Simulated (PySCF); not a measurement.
W(O)2(Cl)(OH) (ClHO₃W), SMILES [O]=[W](=[O])([OH])[Cl], multiplicity 1.

Geometry optimised at B3LYP-D3(BJ)/def2-SVP. A frequency run showed that this geometry is not a minimum. The spin state was assumed, not searched. The structure was generated by enumeration; whether it is a known compound was not checked. The def2 effective core potentials stand for the cores of W; spin–orbit coupling is left out. Other conformers were not sampled.

These are PBE0/def2-TZVP in PySCF values and carry that method's errors.

Symmetry labels are those of the subgroup Cs that the program uses (full group Cs).

Computed valence orbital energies around the gap with their symmetry:
```json
[
 {"orbital": "HOMO−7", "symmetry": "A\"", "energy (eV)": "-12.11"},
 {"orbital": "HOMO−6", "symmetry": "A'", "energy (eV)": "-11.93"},
 {"orbital": "HOMO−5", "symmetry": "A'", "energy (eV)": "-10.62"},
 {"orbital": "HOMO−4", "symmetry": "A'", "energy (eV)": "-10.53"},
 {"orbital": "HOMO−3", "symmetry": "A\"", "energy (eV)": "-10.38"},
 {"orbital": "HOMO−2", "symmetry": "A'", "energy (eV)": "-9.91"},
 {"orbital": "HOMO−1", "symmetry": "A\"", "energy (eV)": "-9.81"},
 {"orbital": "HOMO", "symmetry": "A\"", "energy (eV)": "-9.28"},
 {"orbital": "LUMO", "symmetry": "A'", "energy (eV)": "-2.58"},
 {"orbital": "LUMO+1", "symmetry": "A\"", "energy (eV)": "-1.95"},
 {"orbital": "LUMO+2", "symmetry": "A'", "energy (eV)": "-1.49"},
 {"orbital": "LUMO+3", "symmetry": "A'", "energy (eV)": "-0.65"}
]
```
